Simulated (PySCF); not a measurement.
Static response to an electric field

Species: C₄H₈F₂Si₂.
SMILES with atom numbers: `[F:1][CH2:2][C@H:3]([SiH3:4])[C:5]#[C:6][SiH2:7][F:8]` (hydrogens: H9, H10 on C2; H11 on C3; H12, H13, H14 on Si4; H15, H16 on Si7)

Cartesian coordinates in Å at the GFN2-xTB level; atoms count from 1:
```xyz
16
C4H8F2Si2 angstrom
F     -3.060    0.614    0.971
C     -1.710    0.421    1.147
C     -0.974    0.609   -0.174
Si    -1.687   -0.537   -1.550
C      0.430    0.350    0.017
C      1.600    0.105    0.179
Si     3.387   -0.236    0.447
F      3.538   -0.782    1.957
H     -1.384    1.143    1.905
H     -1.582   -0.596    1.532
H     -1.093    1.651   -0.491
H     -3.085   -0.176   -1.761
H     -0.883   -0.295   -2.748
H     -1.550   -1.921   -1.097
H      4.182    0.983    0.409
H      3.863   -1.324   -0.397
```

Level: PBE0/def2-SVPD (PySCF), static field, nuclei fixed, core orbitals frozen in the response. The polarisability tensor in these axes (au):

```
x   135.49  -3.91   9.71
y    -3.91  81.60   3.68
z     9.71   3.68  89.73
```

Task: Give the principal values, the mean and the anisotropy Δα = √{½[(α1 − α2)² + (α2 − α3)² + (α1 − α3)²]}.

Result: Principal values 79.19, 90.00 and 137.64 au; mean 102.27 au = 15.16 Å³ = 16.86 × 10⁻⁴⁰ C²·m²/J; Δα = 53.87 au (53 % of the mean).

Task: What is the dipole moment, and where does it point?

Result: (-0.09, 0.63, -1.64) D, 1.76 D in size, pointing from the negative to the positive side. Measured along this direction, the outermost atoms are F8 at the negative end and H13 at the positive end.

Task: Form Σ f/ω² (atomic units) for the 8 lowest TDDFT singlets, given as eV and f, and set it beside the mean polarisability, which is this sum over all singlets: 5.40, 0.0043; 6.00, 0.0026; 6.37, 0.0222; 6.96, 0.0068; 7.38, 0.8426; 7.49, 0.0249; 7.62, 0.0258; 7.69, 0.0094.

Result: They add up to 12.91 au, 12.6 % of the 102.27 au; the largest single term is 11.46 au, from the state at 7.38 eV. Terms in order: 0.11, 0.05, 0.41, 0.10, 11.46, 0.33, 0.33, 0.12 au. Higher excitations give the rest. The strengths listed sum to 0.939.

Task: Molar refractivity from α?

Result: Lorentz–Lorenz: R = (4π/3)N_A α = 2.5225 cm³/(mol·Å³) × 15.16 Å³ = 38.2 cm³/mol, in the limit of long wavelengths.

Task: Refractivity n − 1 of an ideal gas of it at 500 K and 1 atm, from the electronic α?

Result: N = p/kT = 1.4678 × 10¹⁹ cm⁻³, so n − 1 = 2π × N × 15.16 × 10⁻²⁴ cm³ = 1398 × 10⁻⁶ at long wavelengths, for an ideal gas.

Task: What are the principal values of the traceless quadrupole moment, Θ = ½Σq(3rr − r²1), about the centre of nuclear charge?

Result: -9.71, 3.49, 6.22 D·Å. The values depend on the origin, since the dipole doesn't vanish. The electronic extent ⟨r²⟩ about the same centre is 2333 bohr², a root-mean-square distance of 2.89 Å for the 78 electrons.

One conformer (not necessarily the lowest) at the GFN2-xTB geometry, without solvent, vibrations or thermal averaging.

These values come from a run that also computed excited states. Hardware: an Arm Neoverse N1 with one thread, shared host with 64 logical CPUs at a one-minute load of 58. Cost: 91 s of wall time, 1.0 GiB resident at most.
